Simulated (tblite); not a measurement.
Record of a relaxation.

Species: C7H3N4 (charge -1).
Bonds: N1–C2 (triple), C2–C3, C3–C4 (aromatic), C4–C5 (aromatic), C5–C6 (aromatic), C6–C7 (aromatic), C7–N8 (aromatic), N8–N9 (aromatic), N9–N10 (aromatic), N10–C11 (aromatic), C3–C11 (aromatic), C7–C11 (aromatic). Hydrogens: H12 on C4; H13 on C5; H14 on C6.
Bond orders are those of one Lewis drawing.

Computed with GFN2-xTB (tblite), gas phase: L-BFGS steps from a force-field or distance-geometry start until the largest atomic force falls under 0.01 eV/Å. 6 of its 26 geometries are shown.

Step 0: E = -771.7420 eV, largest atomic force 3.276 eV/Å
```
atom  x, y, z in Å  |  force x, y, z in eV/Å
N1     -0.478    3.646    0.068   -0.051  -0.896  -0.015
C2     -0.427    2.489    0.050    0.101  -0.726   0.007
C3     -0.338    1.038    0.027   -1.725   2.445  -0.060
C4     -1.517    0.280   -0.009    0.231   0.481   0.158
C5     -1.446   -1.116   -0.027    0.129   0.698  -0.075
C6     -0.198   -1.678   -0.045    0.328  -1.922  -0.015
C7      0.977   -0.940   -0.023    0.494  -1.477   0.000
N8      2.300   -1.235   -0.017    1.089  -1.566  -0.109
N9      3.017   -0.123    0.011   -3.265  -0.265   0.042
N10     2.164    0.897    0.035    1.206   1.633   0.005
C11     0.905    0.436    0.013    0.828   1.528   0.076
H12    -2.494    0.772    0.010    0.399  -0.034  -0.028
H13    -2.365   -1.700   -0.042    0.321   0.011   0.000
H14    -0.101   -2.766   -0.072   -0.085   0.090   0.013
```

Step 5: E = -772.1274 eV, largest atomic force 0.456 eV/Å
```
atom  x, y, z in Å  |  force x, y, z in eV/Å
N1     -0.485    3.632    0.068   -0.096   0.446   0.014
C2     -0.435    2.485    0.050   -0.009  -0.181  -0.013
C3     -0.360    1.090    0.022   -0.011   0.124   0.017
C4     -1.503    0.298    0.002    0.090  -0.048  -0.013
C5     -1.409   -1.093   -0.032    0.071  -0.073   0.017
C6     -0.181   -1.730   -0.044   -0.043  -0.109  -0.006
C7      0.976   -0.961   -0.021   -0.100  -0.078  -0.006
N8      2.293   -1.270   -0.022    0.003   0.034   0.018
N9      2.944   -0.136    0.013    0.056   0.017  -0.018
N10     2.167    0.929    0.034    0.011  -0.070   0.008
C11     0.904    0.475    0.015   -0.100  -0.128  -0.013
H12    -2.478    0.775    0.008    0.061  -0.015   0.003
H13    -2.324   -1.682   -0.043    0.113   0.067  -0.011
H14    -0.110   -2.811   -0.072   -0.046   0.013   0.003
```

Step 10: E = -772.1370 eV, largest atomic force 0.074 eV/Å
```
atom  x, y, z in Å  |  force x, y, z in eV/Å
N1     -0.503    3.655    0.069   -0.067  -0.032   0.000
C2     -0.439    2.505    0.049    0.005  -0.011   0.005
C3     -0.357    1.106    0.023    0.036  -0.007  -0.009
C4     -1.490    0.299    0.001    0.003   0.011   0.007
C5     -1.397   -1.093   -0.030    0.004   0.020  -0.009
C6     -0.180   -1.744   -0.045   -0.009  -0.003   0.006
C7      0.974   -0.972   -0.021    0.005   0.026   0.006
N8      2.292   -1.274   -0.021   -0.011   0.010  -0.007
N9      2.941   -0.139    0.011    0.021  -0.018   0.007
N10     2.160    0.921    0.034    0.035  -0.006  -0.010
C11     0.897    0.467    0.014    0.028   0.000   0.005
H12    -2.466    0.769    0.009   -0.021  -0.002   0.000
H13    -2.312   -1.675   -0.045   -0.011   0.020  -0.002
H14    -0.119   -2.825   -0.072   -0.017  -0.007   0.002
```

Step 15: E = -772.1397 eV, largest atomic force 0.086 eV/Å
```
atom  x, y, z in Å  |  force x, y, z in eV/Å
N1     -0.550    3.654    0.070   -0.013  -0.035   0.004
C2     -0.440    2.506    0.051   -0.058   0.010  -0.008
C3     -0.344    1.109    0.022   -0.023  -0.012   0.017
C4     -1.482    0.305    0.002    0.004  -0.014  -0.013
C5     -1.395   -1.087   -0.032    0.007   0.001   0.013
C6     -0.181   -1.744   -0.042    0.020   0.032  -0.008
C7      0.976   -0.973   -0.019    0.017  -0.012  -0.006
N8      2.293   -1.281   -0.021    0.007  -0.039   0.019
N9      2.950   -0.150    0.011   -0.020  -0.020  -0.022
N10     2.175    0.915    0.031   -0.027  -0.021   0.014
C11     0.908    0.467    0.015   -0.015  -0.008  -0.013
H12    -2.464    0.765    0.009    0.063   0.058   0.001
H13    -2.315   -1.661   -0.047    0.013   0.009  -0.002
H14    -0.131   -2.827   -0.070    0.023   0.049   0.004
```

Step 20: E = -772.1419 eV, largest atomic force 0.043 eV/Å
```
atom  x, y, z in Å  |  force x, y, z in eV/Å
N1     -0.594    3.647    0.072   -0.015   0.023   0.000
C2     -0.455    2.504    0.051    0.022  -0.011   0.006
C3     -0.335    1.108    0.024    0.000   0.007  -0.010
C4     -1.474    0.310    0.001   -0.009  -0.001   0.008
C5     -1.393   -1.081   -0.031   -0.013  -0.010  -0.008
C6     -0.180   -1.739   -0.042   -0.030  -0.030   0.004
C7      0.980   -0.975   -0.018   -0.023  -0.004   0.002
N8      2.295   -1.292   -0.019   -0.008   0.016  -0.011
N9      2.954   -0.163    0.008    0.011   0.005   0.012
N10     2.184    0.905    0.029    0.025   0.010  -0.007
C11     0.916    0.464    0.013    0.008   0.007   0.006
H12    -2.450    0.781    0.009    0.001   0.035  -0.004
H13    -2.316   -1.650   -0.050    0.010  -0.018   0.003
H14    -0.133   -2.820   -0.068    0.021  -0.026   0.000
```

Step 25: E = -772.1423 eV, largest atomic force 0.007 eV/Å
```
atom  x, y, z in Å  |  force x, y, z in eV/Å
N1     -0.603    3.647    0.073    0.000  -0.007   0.001
C2     -0.456    2.504    0.051    0.002   0.007   0.000
C3     -0.333    1.109    0.023    0.004   0.000   0.000
C4     -1.473    0.311    0.001    0.003   0.002  -0.002
C5     -1.394   -1.081   -0.032    0.000   0.001   0.001
C6     -0.181   -1.741   -0.042    0.003   0.004   0.000
C7      0.978   -0.975   -0.018    0.000   0.003  -0.001
N8      2.293   -1.293   -0.020   -0.003  -0.001   0.000
N9      2.955   -0.165    0.008   -0.003  -0.002   0.000
N10     2.187    0.904    0.028   -0.004  -0.001   0.001
C11     0.917    0.464    0.013    0.000  -0.001   0.000
H12    -2.446    0.789    0.009    0.001  -0.003  -0.002
H13    -2.315   -1.652   -0.050   -0.004  -0.005   0.002
H14    -0.130   -2.822   -0.067    0.001   0.002   0.001
```

Question: Summarise the path.

Answer: The energy falls by 38.62 kJ/mol from step 0 to step 25; nine tenths of that is first reached at step 4. It falls at every step. The largest force goes from 3.276 to 0.007 eV/Å. Among the bonds C7–C11 changes most, from 1.379 to 1.441 Å; the atoms move by 0.063 Å rms after alignment.
